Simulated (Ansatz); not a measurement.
Reaction (hydrogenolysis of the Si–C bond): `C[SiH]1CS1` + H₂ → `C1[SiH2]S1` + CH₄

Computed with Ansatz on PBE0-D4/def2-TZVP structures; ΔE is electronic, products minus reactants. CCSD(T)/CBS is the MP2 limit (def2-TZVPP, def2-QZVPP) plus CCSD(T) − MP2 in def2-TZVPP, frozen cores. This one scheme is used for every species. DFT in def2-TZVPP.

`C[SiH]1CS1`:

Cartesian coordinates in Å:
```
C -1.016 -0.947 -0.759
Si 0.287 0.343 -0.468
C 0.761 0.838 1.238
S 2.101 -0.180 0.429
H -0.822 -1.486 -1.690
H -1.023 -1.666 0.061
H -2.004 -0.484 -0.835
H 0.331 1.386 -1.519
H 1.073 1.856 1.450
H 0.312 0.341 2.093
```

H₂:

```xyz
2

H     0.150   -0.297    0.169
H    -0.150    0.297   -0.169
```

`C1[SiH2]S1`:

Cartesian coordinates in Å:
```
C -0.171 0.693 0.611
Si 0.186 -0.746 -0.477
S -0.318 1.149 -1.188
H 0.643 1.205 1.117
H -1.115 0.747 1.145
H -0.808 -1.835 -0.585
H 1.581 -1.214 -0.623
```

CH₄:

Z-matrix (Å, degrees):
```
C
H 1 1.090
H 1 1.090 2 109.5
H 1 1.090 2 109.5 3 -120.0
H 1 1.090 2 109.5 3 120.0
```

CCSD(T)/CBS gives -17.9 kJ/mol.

Another level gave -20.0 kJ/mol. Which?
A. MP2/def2-TZVPP
B. B2PLYP/def2-TZVPP
C. ωB97X-V/def2-TZVPP
D. BHLYP/def2-TZVPP

C. ωB97X-V -20.0, BHLYP -31.5, B2PLYP -24.4, MP2/def2-TZVPP -14.3 kJ/mol.

Largest T1 diagnostic among the species: 0.012.

Leaving LDA and LC-ωPBE aside and taking each functional with its dispersion term where it has one, the values, not all of them listed here, spread over 12.3 kJ/mol, from B2PLYP to revPBE-D4. LDA lies +6.2 kJ/mol from PBE without D4. At CCSD(T), def2-SVP lies −15.2 kJ/mol from the extrapolated value and def2-TZVPP −2.3 kJ/mol.
